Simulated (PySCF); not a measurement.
H₃Cl₂GaN (SMILES [NH3]->[Ga]([Cl])[Cl]), doublet, at a GFN2-xTB geometry (such geometries of metal compounds can be far from the true shape) (the spin is typed, not shown lowest); HF/3-21G run with PySCF.

Here is a job for PySCF.
```python
from pyscf import gto, scf

mol = gto.M(
    atom='''
Ga
Cl 1 2.187280
Cl 1 2.187211 2 116.907539
N  1 2.467134 3 91.659259 2 -92.870787
H  4 1.017493 1 101.792299 3 62.202804
H  4 1.016077 5 107.901195 1 120.596015
H  4 1.016013 6 108.711712 5 -116.792307
''',
    basis='3-21g',
    spin=1,
    verbose=4,
)

mf = scf.UHF(mol)
mf.kernel()
mf.analyze()
```

What the program printed (banner, timings and long lists left out):

```
PySCF version 2.14.0

[INPUT] verbose = 4
[INPUT] num. atoms = 7
[INPUT] num. electrons = 75
[INPUT] charge = 0
[INPUT] spin (= nelec alpha-beta = 2S) = 1
[INPUT] symmetry False subgroup None
[INPUT] Mole.unit = angstrom
[INPUT] Symbol           X                Y                Z      unit          X                Y                Z       unit  Magmom
[...]
nuclear repulsion = 423.403397429461
number of shells = 35
number of NR pGTOs = 132
number of NR cGTOs = 63
basis = 3-21g
ecp = {}

******** <class 'pyscf.scf.uhf.UHF'> ********
method = UHF
initial guess = minao
damping factor = 0
level_shift factor = 0
DIIS = <class 'pyscf.scf.diis.CDIIS'>
diis_start_cycle = 1
diis_space = 8
diis_damp = 0
SCF conv_tol = 1e-09
SCF conv_tol_grad = None
SCF max_cycles = 50
direct_scf = True
direct_scf_tol = 1e-13
number electrons alpha = 38  beta = 37
Set gradient conv threshold to 3.16228e-05
init E= -2882.06092222058

cycle= 1 E= -2884.404173418  delta_E= -2.34  |g|= 0.25  |ddm|= 1.61
cycle= 2 E= -2884.45760244657  delta_E= -0.0534  |g|= 0.102  |ddm|= 0.513
cycle= 3 E= -2884.46522198796  delta_E= -0.00762  |g|= 0.0288  |ddm|= 0.158
cycle= 4 E= -2884.46698582312  delta_E= -0.00176  |g|= 0.0118  |ddm|= 0.0979
cycle= 5 E= -2884.46731471608  delta_E= -0.000329  |g|= 0.00542  |ddm|= 0.0469
cycle= 6 E= -2884.46737835179  delta_E= -6.36e-05  |g|= 0.00217  |ddm|= 0.0211
cycle= 7 E= -2884.46739021979  delta_E= -1.19e-05  |g|= 0.000586  |ddm|= 0.00903
cycle= 8 E= -2884.46739096979  delta_E= -7.5e-07  |g|= 0.000171  |ddm|= 0.00199
cycle= 9 E= -2884.46739103164  delta_E= -6.19e-08  |g|= 6.66e-05  |ddm|= 0.00054
cycle= 10 E= -2884.46739104111  delta_E= -9.47e-09  |g|= 2.37e-05  |ddm|= 0.000207
cycle= 11 E= -2884.46739104237  delta_E= -1.26e-09  |g|= 6.45e-06  |ddm|= 8.07e-05
cycle= 12 E= -2884.46739104244  delta_E= -7.46e-11  |g|= 2.21e-06  |ddm|= 2.29e-05
Extra cycle  E= -2884.46739104244  delta_E= 2.73e-12  |g|= 1.23e-06  |ddm|= 5.31e-06
converged SCF energy = -2884.46739104244  <S^2> = 0.75311695  2S+1 = 2.0031145
**** SCF Summaries ****
Total Energy =                       -2884.467391042438067
Nuclear Repulsion Energy =             423.403397429460881
One-electron Energy =                -4861.258760097712184
Two-electron Energy =                 1553.387971625813634
Two-electron Coulomb Energy =         1689.765163570092454
DFT Exchange-Correlation Energy =     -136.377191944278820
**** MO energy ****
                             alpha | beta                alpha | beta
[...]
To work with the spin densities directly, `use mulliken_meta_spin()` only printing them here.

 ** Mulliken spin pop alpha/beta on meta-lowdin orthogonal AOs **
 ** Mulliken Spin Density (per AO)  **
spin_pop of  0 Ga 1s        0.00000
spin_pop of  0 Ga 2s        0.00005
spin_pop of  0 Ga 3s        0.00219
spin_pop of  0 Ga 4s        0.44892
spin_pop of  0 Ga 5s        0.00640
spin_pop of  0 Ga 2px       0.00000
spin_pop of  0 Ga 2py      -0.00000
spin_pop of  0 Ga 2pz       0.00000
spin_pop of  0 Ga 3px      -0.00002
spin_pop of  0 Ga 3py      -0.00001
spin_pop of  0 Ga 3pz      -0.00001
spin_pop of  0 Ga 4px       0.08031
spin_pop of  0 Ga 4py       0.06546
spin_pop of  0 Ga 4pz       0.22960
spin_pop of  0 Ga 5px      -0.00016
spin_pop of  0 Ga 5py       0.00014
spin_pop of  0 Ga 5pz      -0.00046
spin_pop of  0 Ga 3dxy     -0.00001
spin_pop of  0 Ga 3dyz     -0.00002
spin_pop of  0 Ga 3dz^2    -0.00062
spin_pop of  0 Ga 3dxz      0.00017
spin_pop of  0 Ga 3dx2-y2   -0.00010
spin_pop of  1 Cl 1s        0.00000
spin_pop of  1 Cl 2s        0.00000
spin_pop of  1 Cl 3s        0.00198
spin_pop of  1 Cl 4s        0.00015
spin_pop of  1 Cl 2px       0.00000
spin_pop of  1 Cl 2py       0.00000
spin_pop of  1 Cl 2pz       0.00000
spin_pop of  1 Cl 3px       0.06033
spin_pop of  1 Cl 3py       0.00087
spin_pop of  1 Cl 3pz       0.00904
spin_pop of  1 Cl 4px       0.00016
spin_pop of  1 Cl 4py       0.00006
spin_pop of  1 Cl 4pz       0.00069
spin_pop of  2 Cl 1s        0.00000
spin_pop of  2 Cl 2s        0.00000
spin_pop of  2 Cl 3s        0.00197
spin_pop of  2 Cl 4s        0.00015
spin_pop of  2 Cl 2px       0.00000
spin_pop of  2 Cl 2py       0.00000
spin_pop of  2 Cl 2pz       0.00000
spin_pop of  2 Cl 3px      -0.00172
spin_pop of  2 Cl 3py       0.00092
spin_pop of  2 Cl 3pz       0.07105
spin_pop of  2 Cl 4px       0.00027
spin_pop of  2 Cl 4py       0.00006
spin_pop of  2 Cl 4pz       0.00059
spin_pop of  3 N 1s        0.00000
spin_pop of  3 N 2s        0.00647
spin_pop of  3 N 3s       -0.00002
spin_pop of  3 N 2px       0.00189
spin_pop of  3 N 2py       0.01275
spin_pop of  3 N 2pz       0.00202
spin_pop of  3 N 3px       0.00000
spin_pop of  3 N 3py      -0.00052
spin_pop of  3 N 3pz      -0.00000
spin_pop of  4 H 1s        0.00143
spin_pop of  4 H 2s        0.00026
spin_pop of  5 H 1s       -0.00130
spin_pop of  5 H 2s        0.00001
spin_pop of  6 H 1s       -0.00140
spin_pop of  6 H 2s        0.00001
 ** Mulliken Spin Density (per atom)  **
spin density of  0 Ga =      0.83183
spin density of  1 Cl =      0.07328
spin density of  2 Cl =      0.07328
spin density of  3 N =      0.02259
spin density of  4 H =      0.00169
spin density of  5 H =     -0.00128
spin density of  6 H =     -0.00139
 ** Mulliken pop alpha/beta on meta-lowdin orthogonal AOs **
 ** Mulliken pop       alpha | beta **
In total            38.00000 | 37.00000
 ** Mulliken atomic charges   ( Nelec_alpha | Nelec_beta ) **
charge of  0Ga =      0.56687  (    15.63248     14.80065 )
charge of  1Cl =     -0.39588  (     8.73458      8.66130 )
charge of  2Cl =     -0.39600  (     8.73464      8.66136 )
charge of  3N =     -0.46614  (     3.74437      3.72178 )
charge of  4H =      0.23428  (     0.38370      0.38201 )
charge of  5H =      0.22886  (     0.38493      0.38621 )
charge of  6H =      0.22801  (     0.38530      0.38669 )
Dipole moment(X, Y, Z, Debye): -2.09476,  4.99417, -3.39507
```
